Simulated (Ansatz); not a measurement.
One change: `C=CCSC=C` becomes `C=CSC[SiH3]`.

Ansatz, PBE0-D4/def2-TZVP geometries, multiplicity 1. Each molecule was computed in one conformer, which needn't be the lowest.

| property | `C=CCSC=C` |
| --- | --- |
| HOMO–LUMO gap (PBE/def2-TZVPP) / eV | 3.88 |
| size of the dipole moment (ωB97M-V/def2-TZVPP) / D | 1.40 |
| LUMO energy (PBE0/def2-TZVPP) / eV | -0.27 |
| LUMO energy (B3LYP/def2-TZVPP) / eV | -0.49 |
| HOMO energy (ωB97M-V/def2-TZVPP) / eV | -8.33 |
| HOMO–LUMO gap (B3LYP/def2-TZVPP) / eV | 5.51 |

Q: What does the change do to each property? (Estimate.)

A: The calculation gave: 
```tsv
property	`C=CSC[SiH3]`	shift
HOMO–LUMO gap (PBE/def2-TZVPP) / eV	3.97	0.09
size of the dipole moment (ωB97M-V/def2-TZVPP) / D	1.16	-0.24
LUMO energy (PBE0/def2-TZVPP) / eV	-0.21	0.06
LUMO energy (B3LYP/def2-TZVPP) / eV	-0.42	0.07
HOMO energy (ωB97M-V/def2-TZVPP) / eV	-8.27	0.06
HOMO–LUMO gap (B3LYP/def2-TZVPP) / eV	5.55	0.04
```

Dipoles are sizes alone; their direction can turn.

B3LYP here is the variant with VWN-RPA as its local correlation; programs differ in this.
